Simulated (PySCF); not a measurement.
C₇H₁₀F₆, SMILES C(C(F)(CC(C)(F)F)F)C(C)(F)F, GFN2-xTB optimised geometry.

```
23

C      1.09     2.28    -2.03
C     -0.25     2.39    -1.34
F     -1.25     2.00    -2.18
F     -0.53     3.71    -1.09
C     -0.40     1.66     0.00
C      0.11     0.22     0.00
F      1.47     0.22     0.00
F     -0.23    -0.42    -1.16
C     -0.43    -0.58     1.19
C      0.33    -1.87     1.50
C      0.63    -2.78     0.33
F      1.47    -1.57     2.17
F     -0.43    -2.56     2.42
H      1.24     1.27    -2.38
H      1.88     2.56    -1.34
H      1.10     2.96    -2.88
H     -1.46     1.67     0.26
H      0.16     2.21     0.75
H     -0.40     0.05     2.09
H     -1.47    -0.84     0.98
H      1.37    -2.31    -0.32
H     -0.27    -2.98    -0.23
H      1.04    -3.71     0.71
```

Density from PBE0/def2-SVP run with PySCF at that geometry.

Minimum of the electron density along straight lines between bonded atoms, close to the bond critical point (lines longer than 1.1 times the sum of covalent radii, or with two minima, are not listed):

```csv
bond,length / Å,ρ at the minimum / e bohr⁻³,∇²ρ there / e bohr⁻⁵,position (fraction from the first atom)
C1–C2,1.514,0.260,-0.64,0.47
C2–F3,1.363,0.255,-0.15,0.34
C2–F4,1.370,0.251,-0.17,0.34
C2–C5,1.536,0.252,-0.60,0.51
C5–C6,1.529,0.255,-0.62,0.48
C6–F7,1.364,0.254,-0.12,0.34
C6–F8,1.364,0.254,-0.12,0.34
C6–C9,1.529,0.255,-0.62,0.52
C9–C10,1.536,0.252,-0.60,0.49
C10–C11,1.514,0.260,-0.64,0.53
C10–F12,1.363,0.255,-0.15,0.34
C10–F13,1.370,0.251,-0.17,0.34
C1–H14,1.086,0.279,-1.05,0.64
C1–H15,1.086,0.278,-1.03,0.63
C1–H16,1.088,0.277,-1.03,0.63
C5–H17,1.092,0.277,-1.03,0.63
C5–H18,1.091,0.277,-1.03,0.63
C9–H19,1.092,0.277,-1.03,0.63
C9–H20,1.091,0.277,-1.03,0.63
C11–H21,1.086,0.279,-1.05,0.64
C11–H22,1.086,0.278,-1.03,0.63
C11–H23,1.088,0.277,-1.03,0.63
```
